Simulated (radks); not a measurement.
Spherical quantum dot in the effective-mass picture: electrons in a well V = -V0 / (1 + exp((r - R)/a)) with V0 = 21.8, R = 2.99, a = 0.18, all in effective atomic units (hartree* = m*/eps^2 hartree, bohr* = eps/m* bohr), one dielectric constant everywhere. Calculated with a radial shooting solver with Libxc functionals: non-relativistic Kohn-Sham, PBE, spin-polarised, spherical densities. Levels are named by radial order and angular momentum (1s, 1p, 1d, 2s, ...), and open shells are averaged over m. Results are scaled to m* = 0.045 and eps = 9, for which hartree* = 15.12 meV and bohr* = 10.58 nm.

N = 16, configuration 1s2 1p6 1d(up 5, down 3). This is the lowest configuration that the search found. Occupied and some empty levels:

level    occupation  eigenvalue (meV)  <r> (nm)
1s up             1           -209.75     18.98
1s down           1           -209.21     18.90
1p up             3           -203.90     20.38
1p down           3           -203.31     20.35
1d up             5           -194.72     21.46
1d down           3           -194.09     21.45
1f up             0           -182.74     22.34
1f down           0           -182.10     22.33
2s up             0           -181.04     14.76
2s down           0           -180.79     14.77
2p up             0           -165.60     17.06
2p down           0           -165.24     17.05

Energy (meV): total -4059.92, kinetic 315.71, external -5152.3, Hartree 900.62, exchange-correlation -123.95.
